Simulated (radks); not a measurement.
The numbers below are computed, except where a source is named.
Problem. Ionisation of Nb, [Kr] 4d4 5s1, to Nb+, [Kr] 4d4, under several functionals. Scalar-relativistic Kohn-Sham, spin-polarised, spherical densities, finite nucleus; open shells are filled with parallel spins first (spin-orbit coupling, left out, can overturn this in heavy ions); a radial shooting solver on a logarithmic mesh with Libxc functionals. Known Delta-SCF values: exchange-only LDA 6.954 eV. What does BP86 give, and what is its highest occupied eigenvalue?

Solution. 7.321 eV by Delta-SCF; the 4d eigenvalue is -3.802 eV. NIST: 6.759 eV (measured).
